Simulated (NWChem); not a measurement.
All runs are NWChem calculations. System: ammonia borane (H6BN), charge 0, spin multiplicity 1, at a geometry optimised with PBE0/def2-SVP. Level: CCSD(T)/def2-TZVP, 2 core orbitals frozen.

Input file:

```
start mol
memory heap 100 mb stack 700 mb global 1900 mb
geometry units angstroms nocenter noautoz
  B      0.913431    -0.069469     0.000000
  N     -0.717557     0.054575     0.000000
  H      1.327658     1.082644     0.000000
  H      1.193401    -0.682578    -1.022100
  H      1.193401    -0.682578     1.022100
  H     -1.050182     0.556865     0.823799
  H     -1.158358    -0.865896     0.000000
  H     -1.050182     0.556865    -0.823799
  symmetry group Cs
end
basis spherical
  * library def2-tzvp
end
scf
  rhf
  nopen 0
  maxiter 100
  thresh 1e-7
  semidirect memsize 60000000 filesize 0
end
tce
  freeze core 2
  ccsd(t)
  2eorb
  2emet 13
  thresh 1e-6
  maxiter 100
  tilesize 24
end
task tce energy
```

Part of the output:

```
             Northwest Computational Chemistry Package (NWChem) 7.3.0
             --------------------------------------------------------

                                NWChem Input Module
                                -------------------

 Scaling coordinates for geometry "geometry" by  1.889725989
 (inverse scale =  0.529177249)

 Turning off AUTOSYM since
 SYMMETRY directive was detected!

                             Geometry "geometry" -> ""
                             -------------------------

 Output coordinates in angstroms (scale by  1.889725989 to convert to a.u.)

  No.       Tag          Charge          X              Y              Z
 ---- ---------------- ---------- -------------- -------------- --------------
    1 B                    5.0000     0.91343100    -0.06946900     0.00000000
    2 N                    7.0000    -0.71755700     0.05457500     0.00000000
    3 H                    1.0000     1.32765800     1.08264400     0.00000000
    4 H                    1.0000     1.19340100    -0.68257800    -1.02210000
    5 H                    1.0000     1.19340100    -0.68257800     1.02210000
    6 H                    1.0000    -1.05018200     0.55686500     0.82379900
    7 H                    1.0000    -1.15835800    -0.86589600     0.00000000
    8 H                    1.0000    -1.05018200     0.55686500    -0.82379900

 Effective nuclear repulsion energy (a.u.)      40.6037053468

            Nuclear Dipole moment (a.u.)
            ----------------------------
        X                 Y               Z
 ---------------- ---------------- ----------------
    -0.0000113384     0.0000037795     0.0000000000

      Symmetry information
      --------------------

 Group name             Cs
 Group number              2
 Group order               2
 No. of unique centers     6

      Symmetry unique atoms

     1    2    3    4    6    7


 Summary of "ao basis" -> "" (spherical)
 ------------------------------------------------------------------------------
       Tag                 Description            Shells   Functions and Types
 ---------------- ------------------------------  ------  ---------------------
 *                         def2-tzvp                  on all atoms

 Summary of "ao basis" -> "ao basis" (spherical)
 ------------------------------------------------------------------------------
       Tag                 Description            Shells   Functions and Types
 ---------------- ------------------------------  ------  ---------------------
 B                         def2-tzvp                11       31   5s3p2d1f
 N                         def2-tzvp                11       31   5s3p2d1f
 H                         def2-tzvp                 4        6   3s1p

                                 NWChem SCF Module
                                 -----------------

  ao basis        = "ao basis"
  functions       =    98
  atoms           =     8
  closed shells   =     9
  open shells     =     0
  charge          =   0.00
  wavefunction    = RHF
  use symmetry    = T
  symmetry adapt  = T

 Summary of "ao basis" -> "ao basis" (spherical)
 ------------------------------------------------------------------------------
       Tag                 Description            Shells   Functions and Types
 ---------------- ------------------------------  ------  ---------------------
 B                         def2-tzvp                11       31   5s3p2d1f
 N                         def2-tzvp                11       31   5s3p2d1f
 H                         def2-tzvp                 4        6   3s1p

      Symmetry analysis of basis
      --------------------------

        a'         64
        a"         34

 Forming initial guess at       0.1s

      Superposition of Atomic Density Guess
      -------------------------------------

 Sum of atomic energies:         -81.84511987

      Non-variational initial energy
      ------------------------------

 Total energy =     -82.984700
 1-e energy   =    -188.704447
 2-e energy   =      65.116041
 HOMO         =      -0.382753
 LUMO         =       0.040691

      Symmetry analysis of molecular orbitals - initial
      -------------------------------------------------

  Numbering of irreducible representations:

     1 a'          2 a"

  Orbital symmetries:

     1 a'          2 a'          3 a'          4 a'          5 a'
     6 a"          7 a'          8 a'          9 a"         10 a'
    11 a'         12 a"         13 a'         14 a'         15 a"
    16 a'         17 a"         18 a'         19 a'

 Starting SCF solution at       1.0s

 ----------------------------------------------
         Quadratically convergent ROHF

 Convergence threshold     :          1.000E-07
 Maximum no. of iterations :          100
 Final Fock-matrix accuracy:          1.000E-09
 ----------------------------------------------

              iter       energy          gnorm     gmax       time
             ----- ------------------- --------- --------- --------
                 1      -82.6116369654  6.65D-01  1.82D-01      1.1
                 2      -82.6487565137  1.64D-01  3.70D-02      1.2
                 3      -82.6513431744  6.57D-03  1.55D-03      1.4
                 4      -82.6513486138  2.75D-05  8.52D-06      1.8
                 5      -82.6513486139  2.97D-09  1.01D-09      2.4

       Final RHF  results
       ------------------

         Total SCF energy =    -82.651348613873
      One-electron energy =   -190.680663397953
      Two-electron energy =     67.425609437240
 Nuclear repulsion energy =     40.603705346840
[...]
    2   -7.5283
    3   -1.2481
    4   -0.7250
    5   -0.7250
    6   -0.7115
    7   -0.5122
    8   -0.4105
    9   -0.4105
   10    0.0926
   11    0.1594
   12    0.1594
   13    0.1783
   14    0.2152
   15    0.2334
   16    0.2334
   17    0.3215
   18    0.3215
   19    0.3757

                       ROHF Final Molecular Orbital Analysis
                       -------------------------------------

 Vector    7  Occ=2.000000D+00  E=-5.122236D-01  Symmetry=a'
              MO Center=  5.4D-01, -4.1D-02,  4.9D-18, r^2= 2.2D+00
   Bfn.  Coefficient  Atom+Function         Bfn.  Coefficient  Atom+Function
  ----- ------------  ---------------      ----- ------------  ---------------
    37      0.271496  2 N  px                40      0.265083  2 N  px
     4     -0.210792  1 B  s                 43      0.188515  2 N  px
     6     -0.182502  1 B  px

 Vector    8  Occ=2.000000D+00  E=-4.105249D-01  Symmetry=a'
              MO Center=  1.1D+00,  2.8D-01,  7.6D-11, r^2= 1.8D+00
   Bfn.  Coefficient  Atom+Function         Bfn.  Coefficient  Atom+Function
  ----- ------------  ---------------      ----- ------------  ---------------
     7      0.270276  1 B  py                64      0.245723  3 H  s
    10      0.234773  1 B  py                65      0.189528  3 H  s
    63      0.159812  3 H  s

 Vector    9  Occ=2.000000D+00  E=-4.105234D-01  Symmetry=a"
              MO Center=  1.0D+00, -4.4D-01, -6.7D-11, r^2= 1.8D+00
   Bfn.  Coefficient  Atom+Function         Bfn.  Coefficient  Atom+Function
  ----- ------------  ---------------      ----- ------------  ---------------
     8      0.271055  1 B  pz                11      0.235451  1 B  pz
    70     -0.212803  4 H  s                 76      0.212803  5 H  s
    71     -0.164138  4 H  s                 77      0.164138  5 H  s

 Vector   10  Occ=0.000000D+00  E= 9.255558D-02  Symmetry=a'
              MO Center= -1.2D+00,  8.9D-02,  3.7D-16, r^2= 5.3D+00
   Bfn.  Coefficient  Atom+Function         Bfn.  Coefficient  Atom+Function
  ----- ------------  ---------------      ----- ------------  ---------------
    36      2.858085  2 N  s                  5     -0.878521  1 B  s
    83     -0.861322  6 H  s                 89     -0.861299  7 H  s
    95     -0.861322  8 H  s                  9      0.411685  1 B  px
    12      0.373028  1 B  px                35     -0.325774  2 N  s
    34      0.235176  2 N  s                 65      0.173336  3 H  s

 Vector   11  Occ=0.000000D+00  E= 1.593925D-01  Symmetry=a"
              MO Center= -5.7D-01,  8.6D-01,  2.3D-11, r^2= 6.2D+00
   Bfn.  Coefficient  Atom+Function         Bfn.  Coefficient  Atom+Function
  ----- ------------  ---------------      ----- ------------  ---------------
    83      1.430681  6 H  s                 95     -1.430681  8 H  s
    14      1.176693  1 B  pz                45     -1.005618  2 N  pz
    71      0.756530  4 H  s                 77     -0.756530  5 H  s
    39     -0.170202  2 N  pz

 Vector   12  Occ=0.000000D+00  E= 1.593928D-01  Symmetry=a'
              MO Center= -6.9D-01, -7.7D-01, -1.6D-11, r^2= 6.2D+00
   Bfn.  Coefficient  Atom+Function         Bfn.  Coefficient  Atom+Function
  ----- ------------  ---------------      ----- ------------  ---------------
    89      1.651975  7 H  s                 13     -1.173328  1 B  py
    44      1.002711  2 N  py                65      0.873585  3 H  s
    83     -0.825998  6 H  s                 95     -0.825998  8 H  s
    71     -0.436808  4 H  s                 77     -0.436808  5 H  s
    38      0.169711  2 N  py

 center of mass
 --------------
 x =   0.02844679 y =  -0.00216219 z =   0.00000000

 moments of inertia (a.u.)
 ------------------
          25.245758395528           5.740970320327           0.000000000000
           5.740970320327         100.292571670570           0.000000000000
           0.000000000000           0.000000000000         100.729170894866

  Mulliken analysis of the total density
  --------------------------------------

    Atom       Charge   Shell Charges
 -----------   ------   -------------------------------------------------------
    1 B    5     5.21   0.91  1.07  0.43  0.49  0.07  0.96  0.97  0.18  0.05  0.06  0.01
    2 N    7     7.45   0.82  1.16  0.52  0.85  0.08  1.51  1.81  0.65  0.01  0.04  0.00
    3 H    1     1.07   0.26  0.54  0.27  0.01
    4 H    1     1.07   0.26  0.54  0.27  0.01
    5 H    1     1.07   0.26  0.54  0.27  0.01
    6 H    1     0.71   0.26  0.39  0.04  0.03
    7 H    1     0.71   0.26  0.39  0.04  0.03
    8 H    1     0.71   0.26  0.39  0.04  0.03

       Multipole analysis of the density wrt the origin
       ------------------------------------------------

     L   x y z        total         open         nuclear
     -   - - -        -----         ----         -------
     0   0 0 0     -0.000000      0.000000     18.000000

     1   1 0 0     -2.187789      0.000000     -0.000011
     1   0 1 0      0.166397      0.000000      0.000004
     1   0 0 1     -0.000000      0.000000      0.000000

     2   2 0 0    -12.427846      0.000000     56.903634
     2   1 1 0      0.021345      0.000000     -3.391795
     2   1 0 1     -0.000000      0.000000      0.000000
     2   0 2 0    -12.148613      0.000000     12.566202
     2   0 1 1     -0.000000      0.000000      0.000000
     2   0 0 2    -12.147039      0.000000     12.308267

                   NWChem Extensible Many-Electron Theory Module
                   ---------------------------------------------


            General Information
            -------------------
      Number of processors :     1
         Wavefunction type : Restricted Hartree-Fock
          No. of electrons :    18
           Alpha electrons :     9
            Beta electrons :     9
           No. of orbitals :   196
            Alpha orbitals :    98
             Beta orbitals :    98
        Alpha frozen cores :     2
         Beta frozen cores :     2
     Alpha frozen virtuals :     0
      Beta frozen virtuals :     0
         Spin multiplicity : singlet
    Number of AO functions :    98
       Number of AO shells :    46
        Use of symmetry is : on
      Symmetry adaption is : on
         Schwarz screening : 0.10D-09

          Correlation Information
          -----------------------
          Calculation type : Coupled-cluster singles & doubles w/ perturbation
   Perturbative correction : (T)
            Max iterations :      100
        Residual threshold : 0.10D-05
     T(0) DIIS level shift : 0.00D+00
     L(0) DIIS level shift : 0.00D+00
     T(1) DIIS level shift : 0.00D+00
     L(1) DIIS level shift : 0.00D+00
     T(R) DIIS level shift : 0.00D+00
     T(I) DIIS level shift : 0.00D+00
   CC-T/L Amplitude update :  5-th order DIIS
                I/O scheme : Global Array Library
        L-threshold :  0.10D-05
        EOM-threshold :  0.10D-05
 no EOMCCSD initial starts read in
 TCE RESTART OPTIONS
 SLICE:      F
 D4D5:       F
 quantumc:   F
 qrotation:  F
 pwtce:      F
 qducc:      F
 nacto:                         0
 nrotv:                         0
 nrot:                          0

            Memory Information
            ------------------
          Available GA space size is     249027196 doubles
          Available MA space size is     104852956 doubles

 Maximum block size supplied by input
 Maximum block size        24 doubles

 tile_dim =     19

 -------------------------------------------------
   1    alpha     a'     5 doubles       0       1
   2    alpha     a"     2 doubles       5       2
   3    beta      a'     5 doubles       7       1
   4    beta      a"     2 doubles      12       2
   5    alpha     a'    19 doubles      14       5
   6    alpha     a'    19 doubles      33       6
   7    alpha     a'    19 doubles      52       7
   8    alpha     a"    16 doubles      71       8
   9    alpha     a"    16 doubles      87       9
  10    beta      a'    19 doubles     103       5
  11    beta      a'    19 doubles     122       6
  12    beta      a'    19 doubles     141       7
  13    beta      a"    16 doubles     160       8
  14    beta      a"    16 doubles     176       9

 Global array virtual files algorithm will be used

 Parallel file system coherency ......... OK

 4-electron integrals stored in orbital form

 v2    file size   =          8496517
 4-index algorithm nr.  13 is used
 imaxsize =       30
 imaxsize ichop =        0


CCSD iterations
 ---------------------------------------------------------
 Iter          Residuum       Correlation     Cpu    Wall
 ---------------------------------------------------------
    1   0.1584745237087  -0.3509790558063     1.0     1.0
    2   0.0423536992317  -0.3749416666918     1.0     1.0
    3   0.0148174532588  -0.3817586281497     1.0     1.0
    4   0.0058258437370  -0.3834194948465     1.0     1.0
    5   0.0024549560351  -0.3840189557324     1.0     1.0
    6   0.0004335716599  -0.3843470871122     1.0     1.0
    7   0.0001610620673  -0.3843694951617     1.0     1.0
    8   0.0000696170067  -0.3843688495453     1.0     1.0
    9   0.0000321190683  -0.3843693391379     1.0     1.0
   10   0.0000151995947  -0.3843697039478     1.0     1.0
   11   0.0000027350022  -0.3843698680514     1.0     1.0
   12   0.0000009784130  -0.3843701608758     1.0     1.0
 -----------------------------------------------------------------
 Iterations converged
 CCSD correlation energy / hartree =        -0.384370160875768
 CCSD total energy / hartree       =       -83.035718774748773

 Singles contributions

 Doubles contributions
 CCSD(T)
 Using plain CCSD(T) code
             total no. of tasks          295
 total no. of tasks / no. procs          295
                         wl_min        32768           5.7
                         wl_max       857375           9.7
        thresh for no. of tasks          295

 CCSD[T]  correction energy / hartree =        -0.011923025484133
 CCSD[T] correlation energy / hartree =        -0.396293186359901
 CCSD[T] total energy / hartree       =       -83.047641800232910
 CCSD(T)  correction energy / hartree =        -0.011602922789175
 CCSD(T) correlation energy / hartree =        -0.395973083664943
 CCSD(T) total energy / hartree       =       -83.047321697537953

 Task  times  cpu:       55.9s     wall:       55.9s

 Total times  cpu:       55.9s     wall:       55.9s
```
